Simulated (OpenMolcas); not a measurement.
# Pm3+ in CaO: curves along the breathing mode

Pm3+ with its 6 nearest oxide ions, on the Ca site of CaO (a = 4.8105 Å, distance in the model lattice 2.405 Å). The rest of the host is ab initio model potentials to 7.6 Å, with orthogonalisation functions on the cations behind the ligands, and point charges beyond; the distance is set by hand and nothing relaxes, and no local charge compensation is placed. Ligand basis ANO-RCC-VDZP.

| Item | Value |
| --- | --- |
| Program | OpenMolcas 26.06 |
| Method | CASSCF |
| Basis | ANO-RCC-VDZP [7s6p4d2f1g] |
| Scalar Hamiltonian | DKH2, point nucleus |
| Active space | 4 electrons in 7 orbitals (4f) |
| State averaging | 2S+1 = 5 even, 35 roots (32 in the spin-orbit step); 2S+1 = 3 even, 117 roots kept (CI in the orbitals of an earlier block, 106 in the spin-orbit step); 2S+1 = 1 even, 75 roots kept (CI in the orbitals of an earlier block, 31 in the spin-orbit step) |
| Spin-orbit coupling | state interaction with AMFI integrals over the reference wave functions |

Spin-free energies (labels of O, the rotations of Oh) in cm-1 above the lowest fitted minimum, as all ligands move together:

```
R (Å)    5A1    5T2    5T1     5E  5T2(2)    5A2  5A2(2)
2.213    870    950   1020   1770    1930   2130   15560
2.265     90    150    210    890    1030   1220   14800
2.317   2650   2710   2760   3380    3510   3680   17390
2.369   8220   8270   8320   8880    9010   9170   22980
2.421  16560  16590  16650  17160   17280  17440   31340
2.474  27730  27760  27810  28290   28400  28550   42530
2.526  41250  41270  41320  41760   41870  42020   56060
```

Cubic fits give the following; the wavenumber is harmonic, with the mass of all moving ligands, small differences in it between states hang on the degree of the fit, a number in brackets counts states of one label, and the table is a selection of at most 14 states with clean curves.

```json
{"State": "5A1", "R0 (Å)": "2.250", "Breathing mode (cm-1)": "654", "Minimum (cm-1)": "0"}
{"State": "5T2", "R0 (Å)": "2.250", "Breathing mode (cm-1)": "654", "Minimum (cm-1)": "70"}
{"State": "5T1", "R0 (Å)": "2.250", "Breathing mode (cm-1)": "654", "Minimum (cm-1)": "130"}
{"State": "5E", "R0 (Å)": "2.252", "Breathing mode (cm-1)": "655", "Minimum (cm-1)": "830"}
{"State": "5T2(2)", "R0 (Å)": "2.252", "Breathing mode (cm-1)": "655", "Minimum (cm-1)": "970"}
{"State": "5A2", "R0 (Å)": "2.252", "Breathing mode (cm-1)": "655", "Minimum (cm-1)": "1170"}
{"State": "5A2(2)", "R0 (Å)": "2.250", "Breathing mode (cm-1)": "654", "Minimum (cm-1)": "14710"}
{"State": "5T2(3)", "R0 (Å)": "2.250", "Breathing mode (cm-1)": "654", "Minimum (cm-1)": "15090"}
{"State": "5A1(2)", "R0 (Å)": "2.250", "Breathing mode (cm-1)": "653", "Minimum (cm-1)": "15160"}
{"State": "5T1(2)", "R0 (Å)": "2.252", "Breathing mode (cm-1)": "655", "Minimum (cm-1)": "15890"}
{"State": "3T1", "R0 (Å)": "2.250", "Breathing mode (cm-1)": "654", "Minimum (cm-1)": "17990"}
{"State": "3T2", "R0 (Å)": "2.250", "Breathing mode (cm-1)": "654", "Minimum (cm-1)": "18040"}
{"State": "3A2", "R0 (Å)": "2.250", "Breathing mode (cm-1)": "654", "Minimum (cm-1)": "18130"}
{"State": "3T2(2)", "R0 (Å)": "2.251", "Breathing mode (cm-1)": "654", "Minimum (cm-1)": "18270"}
```

For an f ion spin-orbit coupling outweighs the ligand field, so these spin-free curves are not those of observable levels.

High states are left out of the spin-orbit mixing, which shifts the levels that they would mix with. Without dynamic correlation the ligand-field splitting of an f shell can come out too small, at times by half. No measured value stands beside these numbers.
